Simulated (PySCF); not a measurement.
PySCF input file for B(All)(F)(H) (C3H6BF), SMILES C=CCBF, PBE/pcSseg-1. Geometry optimised at PBE-D3(BJ)/def2-SVP. The structure was generated by enumeration, and PubChem lists no compound with its InChIKey, so it may never have been made. Other conformers were not sampled.

```python
import numpy as np
from pyscf import gto, scf, dft
from pyscf.prop.nmr import rks as nmr

mol = gto.M(
    atom='''
    B    -0.35861176    0.90005500    0.91593314
    C     0.44742182   -0.32298262    0.34428206
    C    -0.35857824   -1.21939842   -0.55292706
    C    -0.08272875   -1.48353788   -1.84221865
    H     0.73831031   -0.88607791    1.26927103
    H     1.39683707    0.00324392   -0.12987558
    H    -1.26467987   -1.66472913   -0.10207749
    H     0.80592413   -1.06067362   -2.34053775
    H    -0.73426101   -2.13385291   -2.44590883
    F     0.26180375    2.06105913    1.13997598
    H    -1.54199455    0.84779600    1.21486098
    ''',
    basis='pcSseg-1',
    charge=0,
    spin=0,
    max_memory=1600,
    verbose=3,
)
mf = dft.RKS(mol, xc='pbe')
mf.grids.level = 3
mf.conv_tol = 1e-10
mf.max_cycle = 100
mf.kernel()
n = nmr.NMR(mf)
n.verbose = 2
n.max_cycle_cphf = 60
sigma = n.kernel()
print('atom   isotropic/ppm   span/ppm')
for i, s in enumerate(sigma):
    w = np.linalg.eigvalsh((s + s.T) / 2)
    print(f'{mol.atom_symbol(i):2s}{i + 1:3d} {w.mean():14.3f} {w[2] - w[0]:11.3f}')
```

It prints:

```
converged SCF energy = -242.323661029511
atom   isotropic/ppm   span/ppm
B   1         39.557      98.615
C   2        140.278      31.425
C   3         39.324     225.382
C   4         56.879     198.088
H   5         29.033       7.942
H   6         28.867       4.609
H   7         24.795       3.554
H   8         25.749       6.223
H   9         25.786       6.236
F  10        149.976     513.274
H  11         25.434       3.927
```

The run converged.

Cost: very roughly 14 core-seconds.
